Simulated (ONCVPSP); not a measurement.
## Reading a pseudo-wave (Ta)

Columns: radius, all-electron u(r) and pseudo u(r) of the 5d shell (level -3.54 eV) of tantalum in the configuration [Xe] 4f14 5d3 6s2; revPBE, scalar-relativistic, ONCV scheme, ONCVPSP 4.0.1.

```
r (bohr)  all-electron  pseudo
   0.152        0.1624  0.0034
   0.305       -0.2226  0.0262
   0.458       -0.2732  0.0814
   0.610       -0.0654  0.1704
   0.762        0.1848  0.2851
   0.915        0.3935  0.4102
   1.068        0.5411  0.5269
   1.220        0.6333  0.6198
   1.372        0.6829  0.6817
   1.525        0.7019  0.7119
   1.678        0.6996  0.7148
   1.830        0.6834  0.6982
   1.982        0.6587  0.6700
   2.135        0.6289  0.6360
   2.288        0.5966  0.6003
   2.440        0.5635  0.5651
   2.592        0.5305  0.5310
   2.745        0.4977  0.4978
   2.898        0.4659  0.4659
   3.050        0.4355  0.4355
   3.202        0.4063  0.4063
   3.355        0.3782  0.3782
   3.508        0.3516  0.3516
   3.660        0.3265  0.3265
   3.812        0.3029  0.3029
   3.965        0.2805  0.2805
```

Q: How many radial nodes do the two functions have?

A: The all-electron 5d function has n − l − 1 = 2; the pseudo-wave has 0, since the states of the same l below it are removed with the core.

Q: At about which radius was the pseudo-wave matched?

A: 3.05 bohr. The columns agree to 0.0005 from 2.75 bohr on; several derivatives are matched, so the curves merge somewhat inside the radius.

Q: Is the pseudo-wave norm-conserving?

A: Yes: the ONCV scheme keeps the norm inside the radius equal to the all-electron one, which fixes the energy derivative of the logarithmic derivative at the level.
